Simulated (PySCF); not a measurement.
Field gradients at the hydrogen positions

C₂H₁₃NOSi₄.
Numbering: `[CH3:1][C:2](=[O:3])[NH:4][Si@@H:5]([SiH3:6])[SiH2:7][SiH3:8]` (hydrogens: H9, H10, H11 on C1; H12 on N4; H13 on Si5; H14, H15, H16 on Si6; H17, H18 on Si7; H19, H20, H21 on Si8)

Structure used (GFN2-xTB), in Å, numbered top down from 1:
```xyz
21
C2H13NOSi4 angstrom
C     -2.827   -0.926    0.223
C     -1.784    0.152    0.027
O     -1.941    1.286    0.454
N     -0.677   -0.208   -0.632
Si     0.671    0.945   -0.879
Si    -0.243    2.991   -0.271
Si     2.412   -0.126    0.244
Si     2.102   -2.394    0.634
H     -2.400   -1.752    0.789
H     -3.678   -0.518    0.761
H     -3.155   -1.303   -0.744
H     -0.644   -1.161   -0.958
H      0.864    0.719   -2.332
H      0.761    3.987   -0.732
H     -0.291    3.174    1.176
H     -1.470    3.393   -0.952
H      3.672    0.081   -0.492
H      2.675    0.535    1.536
H      1.927   -3.139   -0.620
H      0.864   -2.626    1.392
H      3.153   -3.093    1.374
```

Level: PBE0/pcSseg-1 (PySCF, non-relativistic); Q(2H) = 0.00286 b; rigid geometry, the same for H and D, with no vibrational averaging.

Problem. Rank these positions by the coupling χzz of a deuteron there, largest first.
A. H16 (Si–H hydrogen)
B. H17 (Si–H hydrogen)
C. H9 (methyl hydrogen)
D. H13 (Si–H hydrogen)
E. H12 (amide N–H hydrogen)

Solution. E (278 kHz), C (209 kHz), A (113 kHz), B (107 kHz), D (101 kHz).

Problem. What are Vzz, η and χzz (234.96 MHz × Q × Vzz) at all hydrogens?

Solution. 
```tsv
atom	bonded to	bond length (Å)	Vzz (au)	η	χzz (kHz)
H9	C1	1.089	0.3109	0.03	209
H10	C1	1.086	0.3126	0.01	210
H11	C1	1.089	0.3115	0.03	209
H12	N4	1.008	0.4134	0.16	278
H13	Si5	1.484	0.1500	0.03	101
H14	Si6	1.487	0.1466	0.02	98
H15	Si6	1.459	0.1691	0.04	114
H16	Si6	1.460	0.1687	0.04	113
H17	Si7	1.473	0.1594	0.01	107
H18	Si7	1.475	0.1582	0.01	106
H19	Si8	1.469	0.1608	0.01	108
H20	Si8	1.471	0.1605	0.01	108
H21	Si8	1.464	0.1646	0.00	111
```

Problem. Average by the element that carries the hydrogen.

Solution. on C: 209 kHz over 3 positions, mean bond length 1.088 Å; on N: 278 kHz over 1 position, mean bond length 1.008 Å; on Si: 107 kHz over 9 positions, mean bond length 1.471 Å.

Problem. How does χzz go with the bond length over the 9 Si–H bonds?

Solution. A straight-line fit has a slope of -5.2 kHz for each 0.01 Å, with a correlation coefficient of -1.00, over lengths from 1.459 to 1.487 Å. The longer bonds have the smaller couplings here.

Geometry: GFN2-xTB, one conformer, isolated molecule. GFN2-xTB bond lengths can be off by several hundredths of an ångström, more for odd bonds, and the gradients follow them. The basis is small and wasn't made for field gradients, so the couplings can be 20 % off.
